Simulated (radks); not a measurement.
Results of a calculation; reference values are marked as such.
Q: Dipole-allowed excitations along the series with 18 electrons in [Ar]. Level of theory: scalar-relativistic Kohn-Sham, LDA (Slater exchange, VWN5 correlation), spin-unpolarised, spherical densities, finite nucleus; Fermi nuclear charge, rms radius of each element as measured or else 0.836 A^(1/3) + 0.57 fm (a radial shooting solver on a logarithmic mesh with Libxc functionals). Time-dependent linear response with the Hartree and adiabatic LDA kernel, continuum included through the Sternheimer equations, no spin-orbit coupling, so fine structure and intercombination lines are absent. Lines are the poles of the dipole polarisability below minus the highest occupied eigenvalue, found on a grid refined at the orbital gaps; the lowest seven at most are given, and weak or close lines can be missed. The first line takes the name of the lowest orbital gap if no other gap lies below it; otherwise a line is named after a gap within 0.6 % of it, if that gap stands alone.

species  -e(HOMO) (eV)  lowest orbital gap (eV)  first line (eV)      f  strongest line (eV)  its f  static alpha (bohr^3)
Ca2+            43.128             3p-3d 27.002   28.827 (3p-4s)  0.493  33.490 (unassigned)   3.12                  3.344
Sc3+            64.645             3p-3d 32.103   39.965 (3p-4s)   1.14  41.872 (unassigned)   3.40                  2.162
V5+             117.42             3p-3d 41.500   54.895 (3p-3d)   3.84            the first   3.84                  1.083

Estimate the first line of Ti4+, its oscillator strength and the static polarisability.

A: 48.589 eV (3p-3d), f = 4.31, alpha = 1.495 bohr^3.
